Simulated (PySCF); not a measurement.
Sr: ionisation energy

Sr [Kr] 5s2 (1S) → Sr⁺ [Kr] 5s1 (2S), as a difference of total energies. Calculation: PySCF 2.14, in ANO-RCC-VTZP (7s6p3d1f, 47 functions); the spin-free X2C one-electron Hamiltonian (Gaussian nucleus). Correlated levels: valence: [Kr] frozen; valence and next inner shell: [Ar] 3d10 frozen. The calculations carry no spin-orbit coupling.

| method | ionisation energy (eV) |
| --- | --- |
| UHF | 4.742 |
| LDA | 5.866 |
| PBE | 5.700 |
| PBE0 | 5.615 |
| r2SCAN | 5.428 |
| r2SCAN0 | 5.453 |
| wB97M-V | 5.748 |
| B2PLYP | 5.533 |
| B3LYP | 5.760 |
| MP2 (valence) | 5.197 |
| SCS-MP2 (valence) | 5.288 |
| MP2 (valence and next inner shell) | 5.477 |
| SCS-MP2 (valence and next inner shell) | 5.507 |

Errors of the correlated levels include the incompleteness of this basis and the frozen core.

MP2 underrates the near-degeneracy of ns² with np² in the lower species.

Q: Which method comes closest to the reference value, and which is furthest?

A: The reference is 5.695 eV (measured; NIST Atomic Spectra Database, ionization energies). Closest: PBE (error 0.005 eV); furthest: UHF (error -0.953 eV).
